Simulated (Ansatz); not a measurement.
Basis-set series for C5H12ClFNNb, SMILES `CC(C)(C)[N]=[Nb]([CH3])([F])[Cl]`. Total charge 0; spin multiplicity 1. Nb: def2 effective core potential. The structure was optimised at the PBE0-D4/def2-TZVP level.

| functional | basis | functions | energy (Eh) | HOMO (eV) | LUMO (eV) |
| --- | --- | --- | --- | --- | --- |
| PBE0-D4 | def2-TZVPP | 483 | -869.32963 | -7.69 | -1.84 |
| PBE0-D4 | def2-QZVPP | 910 | -869.36580 | -7.70 | -1.85 |
| ωB97M-V | def2-TZVPP | 483 | -869.60546 | -9.93 | 0.26 |
| ωB97M-V | def2-QZVPP | 910 | -869.64035 | -9.94 | 0.24 |

Give the rows for def2-SVP. (Estimate.)

Ansatz gave: 
```tsv
functional	basis	functions	energy (Eh)	HOMO (eV)	LUMO (eV)
PBE0-D4	def2-SVP	207	-868.75783	-7.69	-1.78
ωB97M-V	def2-SVP	207	-869.01657	-9.91	0.36
```

Positive LUMOs are unbound and depend on the basis.
